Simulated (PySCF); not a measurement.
SnCl3, SMILES [Cl][Sn-]([Cl])[Cl], charge -1.

Coordinates come from a r2SCAN-D4/def2-SVPD optimisation. The isomer is the one that the SMILES or the coordinates give; other isomers of the formula were not compared. The def2 effective core potentials stand for the cores of Sn; spin–orbit coupling is left out.

Level of theory: r2SCAN-D4/def2-SVPD in PySCF 2.14.0.

Frequencies are harmonic and unscaled.

Modes within 1.5 cm⁻¹ of each other (mostly degenerate sets) share a row, with their intensities summed.

Computed normal modes with their intensities:
| mode | ν (cm⁻¹) | IR (km/mol) | Raman (Å⁴/amu) | depolarisation | moving atoms (share of kinetic energy) |
|---|---|---|---|---|---|
| 1–2 | 90 | 1.4 | 6.3 | 0.75 | Cl 92 %, Sn 8 % |
| 3 | 111 | 3.4 | 3.8 | 0.46 | Cl 76 %, Sn 24 % |
| 4–5 | 266 | 202.6 | 13.8 | 0.75 | Cl 73 %, Sn 27 % |
| 6 | 294 | 42.0 | 14.8 | 0.02 | Cl 77 %, Sn 23 % |
